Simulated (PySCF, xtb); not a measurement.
C4H4F2, SMILES FC1=C(F)CC1.

Harmonic wavenumbers (cm⁻¹) from xtb with GFN2-xTB at its own minimum, in rising order: 219, 262, 321, 432, 450, 652, 751, 816, 994, 994, 1045, 1063, 1110, 1170, 1184, 1244, 1295, 1442, 1458, 1808, 3002, 3017, 3019, 3020.

What does B3LYP-D3(BJ)/def2-SVP in PySCF give at its own minimum? (Estimate from the structure and the level; the computed values follow.)

225, 276, 305, 454, 546, 687, 743, 857, 908, 1039, 1089, 1101, 1143, 1163, 1217, 1281, 1385, 1454, 1478, 1853, 3048, 3053, 3105, 3112. Paired by order, the mean absolute difference is 41 cm⁻¹ and the zero-point energies are 44.0 and 45.1 kcal/mol.
